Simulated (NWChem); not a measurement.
# BBr2F; SMILES BrB(Br)F

```xyz
4

B      0.0000     0.0000    -0.6200
F      0.0000     0.0000    -1.9299
Br     1.6615     0.0000     0.3038
Br    -1.6615     0.0000     0.3038
```
Atoms are numbered in this order, from 1.

Level: PBE0/def2-SVP (NWChem), optimised geometry, unscaled harmonic frequencies. This build's default masses of Se (78.918 u) and Br (79.917 u) are each other's, which moves their modes by up to 0.6 %.

Q: List the harmonic frequencies with IR intensities, and the thermochemistry.

A: 
```csv
frequency (cm⁻¹),IR intensity (km/mol)
171,0.0
306,2.7
428,2.8
469,11.8
893,459.1
1336,305.5
```

The zero-point energy is 5.1 kcal/mol, the thermal correction to the enthalpy at 298.15 K (with zero-point energy) is 8.5 kcal/mol and the heat capacity Cv is 12.9 cal/(mol K). The entropy at 298.15 K and 1 atm (symmetry number 2) is 74.1 cal/(mol K). The dipole moment is 0.27 D.

Rigid rotor and harmonic oscillator.
